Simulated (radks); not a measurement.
All-electron atom: Ti II in [Ar] 3d2 4s1.

All-electron calculation, Dirac Kohn-Sham, PBE, spin-unpolarised, spherical densities, finite nucleus; open shells are shared between the two j in proportion to 2j + 1; Fermi nuclear charge, rms radius 3.5921 fm. Program: a radial shooting solver on a logarithmic mesh with Libxc functionals.

Energy parts (eV):
total: -23219.508
kinetic: 23446.184
electron-nucleus: -55086.668
Hartree: 9557.870
exchange-correlation: -1136.895

Orbitals (lengths in bohr, moments of r in powers of bohr):
orbital  occ.  eigenvalue (eV)     <r^2>      <r>   <1/r>
1s1/2       2        -4875.441  0.006513  0.06959   21.80
2s1/2       2        -544.0601    0.1248   0.3247   4.559
2p1/2       2        -455.2531    0.1025   0.2880   4.492
2p3/2       4        -449.4798    0.1043   0.2907   4.435
3s1/2       2         -69.9077     1.171    1.007   1.397
3p1/2       2         -46.5839     1.375    1.080   1.272
3p3/2       4         -45.9268     1.396    1.088   1.260
3d3/2     0.8         -11.3977     3.019    1.516  0.8945
3d5/2     1.2         -11.3491     3.037    1.521  0.8918
4s1/2       1         -10.3502     11.58    3.190  0.4080

The highest occupied level is 4s1/2 at -10.350 eV. For comparison, the ionisation energy in NIST's Atomic Spectra Database is 13.576 eV (measured). In exact Kohn-Sham theory the highest level is minus the ionisation energy, but local and semilocal functionals leave it too shallow, through self-interaction and a potential that decays too fast; potentials with the right tail come closer. The density falls to 0.001 e/bohr^3 at r = 4.19 bohr. The electron density at the nucleus is 8496 e/bohr^3. Summed over all electrons, <r^2> = 29.20 bohr^2, which gives a Langevin (diamagnetic) susceptibility term of -23.1 x 10^-6 cm^3/mol.

Beside tabulated values, note that spin-unpolarised runs miss the spin-polarisation part of the exchange energy of open shells.
